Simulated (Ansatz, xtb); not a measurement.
Species: C3H4Cl (charge -1, singlet). It need not be the lowest isomer of its formula. Whether it binds its extra electron was not tested at this geometry. 
Structure (B3LYP-D3(BJ)/def2-TZVP (Ansatz, a quantum-chemistry and plane-wave program) minimum search):
```xyz
8

C     -2.4328     0.1058    -0.0519
C     -0.9992     0.5883    -0.0637
C     -0.1116    -0.3596     0.0260
Cl     1.7620    -0.0326     0.0342
H     -2.9562     0.4268    -0.9619
H     -2.9874     0.5622     0.7782
H     -2.5770    -0.9958     0.0312
H     -0.1719    -1.4458     0.1094
```
Charge -1, spin multiplicity 1.

Harmonic wavenumbers from GFN2-xTB (xtb, at its own minimum), cm⁻¹: 170, 209, 238, 355, 674, 735, 931, 976, 1029, 1177, 1376, 1513, 1516, 1575, 2598, 2685, 2901, 2925.

Task: Give the harmonic wavenumbers at B3LYP-D3(BJ)/def2-TZVP (Ansatz, finite differences of forces, unscaled).

Result: 192, 195, 244, 285, 649, 712, 941, 1015, 1044, 1191, 1368, 1467, 1472, 1576, 2783, 2975, 2992, 3030 cm⁻¹. Zero-point energy 34.5 kcal/mol.

Task: From these and the geometry, give the ideal-gas thermochemistry at 298.15 K and 1 atm (rigid rotor, harmonic oscillator).

Result: Point group Cs, rotational symmetry number 1. Rotational constants 48.86, 2.313, 2.238 GHz. S(trans) 38.88, S(rot) 24.66, S(vib) 8.72, S(elec, spin only) 0.00, S 72.3 cal/(mol K). H(298) - H(0) 3.92 kcal/mol; G - E(el) 16.9 kcal/mol.
